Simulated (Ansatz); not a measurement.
Total energies of pyrene (C16H10) from Ansatz at PBE0-D4/def2-SVP, gas phase (1 Eh = 27.2114 eV = 2625.5 kJ/mol). The reference geometry is relaxed at r2SCAN-D4/def2-SVP.

| state | geometry | energy (Eh) |
| --- | --- | --- |
| charge 0 singlet | reference | -614.65143 |
| charge 1 doublet | reference | -614.38407 |
| charge 1 doublet | relaxed at r2SCAN-D4/def2-SVP | -614.38624 |
| charge -1 doublet | reference | -614.66440 |
| free C atom (triplet) | – | -37.76066 |
| free H atom (doublet) | – | -0.50029 |

Q: Work out the vertical ionisation energy to the doublet.

A: E(charge 1 doublet) − E(charge 0 singlet) = -614.38407 − (-614.65143) = 0.26736 Eh = 7.28 eV. For comparison, −ε of the highest occupied level is 5.80 eV at this level, 1.48 eV less.

Q: Work out the vertical electron affinity, to the doublet.

A: E(charge 0 singlet) − E(charge -1 doublet) = -614.65143 − (-614.66440) = 0.01297 Eh = 0.35 eV. The basis lacks diffuse functions, which makes affinities too small.

Q: Give the fundamental gap IE − EA, the Mulliken electronegativity (IE + EA)/2 and the hardness (IE − EA)/2.

A: From the values in Eh: IE − EA = 0.26736 − 0.01297 = 0.25439 Eh = 6.92 eV; (IE + EA)/2 = 3.81 eV; (IE − EA)/2 = 3.46 eV. The HOMO–LUMO gap of the same run is 4.08 eV, 2.84 eV smaller than the fundamental gap.

Q: How much does the charge 1 doublet relax, and what is the adiabatic ionisation energy?

A: Relaxation: -614.38407 − (-614.38624) = 0.00217 Eh = 0.06 eV. Adiabatic ionisation energy: 0.26519 Eh = 7.22 eV, without zero-point energy. 

Q: What is the binding energy per atom against free atoms?

A: Atoms: 16 × (-37.76066) + 10 × (-0.50029) = -609.17346 Eh. Binding: -609.17346 − (-614.65143) = 5.47797 Eh = 149.06 eV, or 5.73 eV for each of 26 atoms (no zero-point energy, no counterpoise term).

At PBE0-D4/def2-SVP the highest occupied level of the charge -1 doublet lies above zero (up to 1.12 eV). By energy differences its removal costs 0.35 eV (vertical, to the charge 0 singlet, at PBE0-D4/def2-SVP); self-interaction error and the lack of diffuse functions both raise the level.
